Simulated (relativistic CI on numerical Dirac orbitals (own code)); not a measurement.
# Slater and spin-orbit integrals, Ce⁴⁰⁺

Calculated at this level of theory: Dirac-Coulomb-Breit CI, KLI orbitals optimised for each configuration, model QED (radiative potential, 1s self-energy scaled to tabulated hydrogen-like ionisation energies), unscaled Slater integrals (own radial code, finite nucleus).

Slater integrals F^k, G^k are unscaled and averaged over j, outside the closed core [Ne]; ζ comes from projecting the Hamiltonian with its Breit term on Σ l·s of the shell.

- 3s2 3p5 3d: ζ(3p) = 578740, F^2(3p,3d) = 397370, G^1(3p,3d) = 418190, G^3(3p,3d) = 281100, ζ(3d) = 78418 cm⁻¹; <r>(3p) = 0.2498, <r^2>(3p) = 0.07209, <r>(3d) = 0.2214, <r^2>(3d) = 0.05667 (bohr units).
- 3s 3p6 3d: G^2(3s,3d) = 314720, ζ(3d) = 78836 cm⁻¹; <r>(3s) = 0.2565, <r^2>(3s) = 0.07501, <r>(3d) = 0.2216, <r^2>(3d) = 0.05677 (bohr units).
- 3s2 3p5 4s: ζ(3p) = 585990, G^1(3p,4s) = 51993 cm⁻¹; <r>(3p) = 0.2484, <r^2>(3p) = 0.07128, <r>(4s) = 0.486, <r^2>(4s) = 0.2657 (bohr units).

Averages of the first 10 configurations, taken without configuration mixing, which lowers the lowest level and can move excited configurations by several eV; other configurations of the list can lie among them:

```tsv
Configuration	Parity	States	Average energy above the lowest level (eV)
3s2 3p6	even	1	0.4
3s2 3p5 3d	odd	60	237.3
3s 3p6 3d	even	20	460.1
3s2 3p5 4s	odd	12	1397.2
3s2 3p5 4p	even	36	1480.3
3s2 3p5 4d	odd	60	1578.2
3p6 3d 4p	odd	60	2162.9
3s 3p6 4s	even	4	1621.3
3p6 3d2	even	45	928.7
3p5 3d3	odd	720	1164.0
```
